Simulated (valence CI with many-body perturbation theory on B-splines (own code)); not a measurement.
Which ion has this spectrum?

A relativistic CI+MBPT calculation for an atom or ion with 6 electrons gives these levels (× 10³ cm⁻¹):

```csv
J,Parity,E,g
0,even,0.00,
1,even,744.44,1.49
2,even,841.22,1.21
2,even,1653.8,1.27
2,odd,1723.3,1.73
0,even,1880.8,
1,odd,2107.2,0.98
2,odd,2467.9,1.45
3,odd,2653.8,1.32
0,odd,2856.1,
1,odd,2924.6,1.27
2,odd,3000.1,1.13
1,odd,3058.0,1.47
2,odd,3652.1,1.32
```

The energies are calculated, and their last digits are not significant.

(1) Which is it?
A. Zr34+
B. Nb35+
C. Tc37+
D. Sr32+

## Answers

(1) B. Nb35+, ground level (2s^2 2p1/2^2) J=0.
